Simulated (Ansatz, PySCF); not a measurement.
This Ansatz (a first-principles code) input computes a SVWN5/def2-TZVPD energy:

Ansatz 0.2 input:
```yaml
crystal:
  periodic: [false, false, false]
  atoms:
    - {symbol: Si, position_ang: [-0.16513467, 0.01419028, -0.12126737]}
    - {symbol: Br, position_ang: [-0.63329336, -1.59610348, 1.24387790]}
    - {symbol: Br, position_ang: [-0.15542450, 1.99028727, 0.75169394]}
    - {symbol: Br, position_ang: [1.35534980, -0.43346442, -1.58920719]}
    - {symbol: O, position_ang: [-1.65264368, 0.14227750, -1.21389874]}
    - {symbol: H, position_ang: [-2.47928909, 0.54798651, -0.89598058]}
    - {symbol: H, position_ang: [-1.81979412, -0.51004847, -1.91784899]}
basis:
  gaussian:
    orbitals: def2-TZVPD
hamiltonian:
  xc: {name: SVWN5}
total_charge: 1
output: {forces: true}
```

Problem. Write an input for the same energy in PySCF and say what it gives.

Solution. 
```python
from pyscf import gto, scf, dft

mol = gto.M(
    atom='''
    Si   -0.16513467    0.01419028   -0.12126737
    Br   -0.63329336   -1.59610348    1.24387790
    Br   -0.15542450    1.99028727    0.75169394
    Br    1.35534980   -0.43346442   -1.58920719
    O    -1.65264368    0.14227750   -1.21389874
    H    -2.47928909    0.54798651   -0.89598058
    H    -1.81979412   -0.51004847   -1.91784899
    ''',
    basis='def2-tzvpd',
    charge=1,
    spin=0,
    verbose=4,
)

mf = dft.RKS(mol, xc='svwn').density_fit(auxbasis='def2-universal-jkfit')
mf.grids.level = 3
mf.conv_tol = 1e-9
mf.max_cycle = 100
mf.max_memory = 1500
mf.kernel()
if not mf.converged:
    mf = mf.newton()
    mf.kernel(mf.make_rdm1())
mf.analyze()
```
It gives -8076.00724 Eh, and Ansatz -8076.00716 Eh, a difference of 0.08 mEh, from the treatment of integrals and grids.

It need not be the lowest isomer of its formula.
